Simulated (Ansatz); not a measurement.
Breaking the Al1–H2 bond in AlF2H (SMILES [F][AlH][F]) (multiplicity 1 held, fragments rigid). Energies count from the point at 1.553 Å.
Geometry at that point (charge 0, multiplicity 1):
```xyz
4

Al    -0.29736    -0.20001    -0.23453
H     -1.37592    -0.92547    -1.08523
F     -0.21998     1.44164    -0.18461
F      0.80237    -1.04991     0.64396
```

Restricted levels (R-, RO-) in cc, def2 and unpolarised 6-31G sets keep to the state of the molecule at rest. U- levels take the lowest unrestricted solution at each point, which mixes spins at long bonds. Levels need not reach the same state.

Correlated levels freeze the cores.

Run with Ansatz (an electronic-structure program). Values without a source in brackets are computed.

Question: One of these levels gives 103.67 kcal/mol for the energy at R = 4.971 Å. Which?
(A) R-HF/cc-pV(D+d)Z
(B) R-SCS-MP2/cc-pV(D+d)Z
(C) U-MP2/cc-pV(D+d)Z

Answer: B, R-SCS-MP2/cc-pV(D+d)Z. The others give 170.85 (R-HF/cc-pV(D+d)Z), 82.04 (U-MP2/cc-pV(D+d)Z)

Doubts at one or more of the structures used: a restricted determinant that unrestricted orbitals would lower (R-HF/cc-pV(D+d)Z, R-SCS-MP2/cc-pV(D+d)Z); a spin-contaminated determinant (U-MP2/cc-pV(D+d)Z).
